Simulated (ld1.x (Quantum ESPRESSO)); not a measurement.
**u(r) = r·R(r): atom against pseudo-atom (S (Z = 16))**

Columns: radius, all-electron u(r) and pseudo u(r) of the 3p shell (level -7.29 eV) of sulfur in the configuration [Ne] 3s1.5 3p4.5; PBE, scalar-relativistic, TM semilocal scheme, ld1.x (Quantum ESPRESSO) 7.5.

```tsv
r (bohr)	all-electron	pseudo
0.062	0.0839	-0.0040
0.125	0.2111	-0.0159
0.188	0.2989	-0.0351
0.250	0.3324	-0.0603
0.312	0.3198	-0.0904
0.375	0.2717	-0.1248
0.438	0.2000	-0.1616
0.500	0.1157	-0.1989
0.562	0.0251	-0.2368
0.625	-0.0682	-0.2755
0.688	-0.1590	-0.3144
0.750	-0.2436	-0.3535
0.812	-0.3218	-0.3938
0.875	-0.3940	-0.4363
0.938	-0.4586	-0.4803
1.000	-0.5147	-0.5240
1.062	-0.5637	-0.5666
1.125	-0.6063	-0.6068
1.188	-0.6418	-0.6419
1.250	-0.6704	-0.6704
1.312	-0.6931	-0.6931
1.375	-0.7105	-0.7105
1.438	-0.7229	-0.7229
1.500	-0.7306	-0.7306
1.562	-0.7343	-0.7343
1.625	-0.7345	-0.7345
```

Task: How many radial nodes do the two functions have?

Result: The all-electron 3p function has n − l − 1 = 1; the pseudo-wave has 0, since the states of the same l below it are removed with the core.

Task: At about which radius was the pseudo-wave matched?

Result: 1.25 bohr, where the columns begin to agree (steps of 0.06 bohr).

Task: Is the pseudo-wave norm-conserving?

Result: Yes: the TM semilocal scheme keeps the norm inside the radius equal to the all-electron one, which fixes the energy derivative of the logarithmic derivative at the level.
